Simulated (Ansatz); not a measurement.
```xyz
10

Si    1.3522   -0.0005    0.1281
C    -0.4518   -0.5282   -0.1982
Br   -0.5746   -0.9267   -2.1104
C    -1.3811    0.5491    0.1789
S    -2.1758    0.6039    1.5788
H     1.6069    1.2545   -0.6180
H     2.2409   -1.0885   -0.3425
H     1.5134    0.2216    1.5868
H    -0.6700   -1.4503    0.3398
H    -1.4600    1.3650   -0.5433
```

Total charge 0; spin multiplicity 1.

Q: List the PBE0/def2-TZVPP orbital energies in eV (the Gaussian-basis code of Ansatz). (An estimate is asked.)

A: Computed: Occupied: -13150.53, -2422.42, -1803.17, -1705.41, -1535.99, -1535.89, -1535.89, -280.67, -280.32, -239.23, -217.75, -179.67, -179.36, -179.36, -161.58, -161.55, -161.35, -145.52, -100.19, -100.15, -100.15, -73.16, -73.07, -73.06, -72.81, -72.81, -24.06, -22.19, -19.38, -16.61, -15.46, -12.96, -12.59, -11.36, -10.97, -10.27, -10.11, -8.92, -8.52, -8.10, -6.85. Lowest empty: -2.67, -0.63, 0.44, 1.02, 1.34, 1.57, 1.89, 2.12.
